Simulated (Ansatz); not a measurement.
Task: Name a neutral molecule of Al, Ge and H with HOMO energy (ωB97M-V/def2-TZVPP) between -9.80 and -9.50 eV and LUMO energy (PBE/def2-TZVPP) between -3.00 and -2.70 eV (Ansatz, PBE0-D4/def2-TZVP geometry).

Result: `[AlH2][GeH3]` (-9.61 eV, -2.84 eV). Other molecules can fit too; these were computed, each in one conformer that needn't be the lowest.
